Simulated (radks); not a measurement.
Q: These are the eigenvalues of the occupied orbitals of an atom or ion with whole-number occupations (eV). All-electron calculation, scalar-relativistic Kohn-Sham, r2SCAN, spin-polarised, spherical densities, finite nucleus; meta-GGA in the generalised Kohn-Sham scheme; Fermi nuclear charge, rms radius of each element as measured or else 0.836 A^(1/3) + 0.57 fm. Program: a radial shooting solver on a logarithmic mesh with Libxc functionals.

1s down: -78532.35
1s up: -78532.34
2s up: -13853.75
2s down: -13853.40
2p up: -12010.30
2p down: -12010.03
3s up: -3292.137
3s down: -3292.093
3p up: -2752.873
3p down: -2752.801
3d up: -2166.516
3d down: -2166.310
4s up: -741.7540
4s down: -741.4766
4p up: -564.1092
4p down: -563.8701
4d up: -347.1463
4d down: -346.8588
5s up: -140.0478
5s down: -138.0904
4f up: -106.5664
4f down: -106.1310
5p up: -93.5468
5p down: -91.0751
5d up: -40.1469
5d down: -37.3052

Which element is it, and in what charge state? The configuration may be excited. Open shells, if any, are filled with parallel spins first.

A: Z = 78, platinum, charge +3: Pt3+ in [Xe] 4f14 5d7. The list shows which subshells hold electrons but not how many an open one holds; the 1s level, -2886 hartree, gives Z - s = 76.0 by -(Z - s)^2/2, which with screening and relativity narrows Z to a few neighbours, and the depths of the outer levels then fix element, charge and occupations together.
